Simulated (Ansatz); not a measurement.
Geometry optimisation, RKS BHLYP/def2-SVP in Ansatz 0.2.0.

Input:

```yaml
crystal:
  periodic: [false, false, false]
  atoms:
    - { symbol: Al, position_ang: [0.0, 0.0, 0.0] }
    - { symbol: F, position_ang: [0.0, 0.0, 2.04] }
    - { symbol: Cl, position_ang: [1.9312, 0.0, -1.115] }
    - { symbol: F, position_ang: [-1.4635, 0.0, -0.845] }
    - { symbol: Cl, position_ang: [0.5321, -2.3412, 0.7978] }
    - { symbol: H, position_ang: [0.2667, -1.1734, 1.9224] }
basis:
  gaussian: { orbitals: def2-SVP }
hamiltonian:
  xc: { name: BHLYP }
relax:
  f_tol: 0.15
  max_steps: 25
  restrain:
    - { distance: [0, 4], at: 3.43, k: 30.0 }
    - { distance: [5, 1], at: 2.12, k: 30.0 }
    - { distance: [0, 1], at: 1.69, k: 30.0 }
    - { distance: [5, 4], at: 1.37, k: 30.0 }
```

Command:

```bash
$ ansatz run input.yaml --threads 2 --pin off --max-ram 3072MiB --backend cpu --events-out ev --progress --plain --runs-dir out
```

Question: Where does it end, and by what steps?

Answer: The run converged. The restraints hold the end off the free minimum. After 5 steps the energy has fallen by 1.388 eV (the restraints' own energy left out); Cl5 moved furthest, 0.69 Å. Parted: Al1–Cl5 (2.53 → 3.42 Å).

```json
{"step": "0", "energy less start (eV)": "0.0000", "largest force component (eV/Å)": "2.584", "accepted": "yes"}
{"step": "1", "energy less start (eV)": "0.0198", "largest force component (eV/Å)": "3.521", "accepted": "yes"}
{"step": "2", "energy less start (eV)": "-0.6207", "largest force component (eV/Å)": "3.134", "accepted": "yes"}
{"step": "3", "energy less start (eV)": "-1.1619", "largest force component (eV/Å)": "1.558", "accepted": "yes"}
{"step": "4", "energy less start (eV)": "-1.2850", "largest force component (eV/Å)": "1.748", "accepted": "yes"}
{"step": "5", "energy less start (eV)": "-1.3880", "largest force component (eV/Å)": "1.221", "accepted": "yes"}
```

```xyz
6
Properties=species:S:1:pos:R:3
Al 0.019 0.247 -0.095
F 0.031 0.285 1.575
Cl 1.786 0.363 -1.150
F -1.448 0.202 -0.825
Cl 0.591 -2.837 1.279
H 0.286 -1.775 2.015
```

Run time: 13 s on 2 threads of Arm Neoverse V1 (shared host), peak memory 0.18 GiB.
